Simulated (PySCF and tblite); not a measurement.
Values are calculated unless marked as measured or tabulated.
2 E/Z isomers of C3H6BFO2, numbered alike:

```
isomer                                           SMILES  descriptors
     A  [CH3:1]/[C:2]([F:3])=[CH:4]/[B:5]([OH:6])[OH:7]        2=4 Z
     B  [CH3:1]/[C:2]([F:3])=[CH:4]\[B:5]([OH:6])[OH:7]        2=4 E
```

Each isomer is a Boltzmann average at 298.15 K over at most 6 conformers: GFN2-xTB geometries, energies B3LYP/pcSseg-1 (IEF-PCM, methanol) (D3(BJ) added where defined), GFN2-xTB thermal terms. Programs: PySCF with density fitting and tblite.

**Question.** Rank the isomers by free energy at 298.15 K.

**Answer.** 
```csv
isomer,ΔG (kcal/mol),"ΔE, lowest conformer",conformers,largest weight %,rms dipole (D)
A,0.0,0.0,2,94,5.00
B,0.7,0.6,2,77,2.62
```

**Question.** If they could interconvert freely, what would the mixture hold (chiral isomers as racemates)?

**Answer.** A 75 %, B 25 %. A racemate gains RT ln 2.
